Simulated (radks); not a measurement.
Spherical quantum dot in the effective-mass picture: electrons in a well V = -V0 / (1 + exp((r - R)/a)) with V0 = 16.5, R = 3.03, a = 0.2, all in effective atomic units (hartree* = m*/eps^2 hartree, bohr* = eps/m* bohr), one dielectric constant everywhere. Calculated with a radial shooting solver with Libxc functionals: non-relativistic Kohn-Sham, exchange-only LDA, spin-polarised, spherical densities. Levels are named by radial order and angular momentum (1s, 1p, 1d, 2s, ...), and open shells are averaged over m. Results are scaled to m* = 0.377 and eps = 13.4, for which hartree* = 57.13 meV and bohr* = 1.881 nm.

N = 8, configuration 1s2 1p6. This is the lowest configuration that the search found. Occupied and some empty levels:

| level | occupation | eigenvalue (meV) | <r> (nm) |
|---|---|---|---|
| 1s | 2 | -695.29 | 3.176 |
| 1p | 6 | -669.82 | 3.523 |
| 1d | 0 | -632.83 | 3.769 |
| 2s | 0 | -595.14 | 2.745 |
| 1f | 0 | -586.28 | 3.963 |

Energy (meV): total -6258.16, kinetic 397.30, external -7395.6, Hartree 902.94, exchange-correlation -162.81.
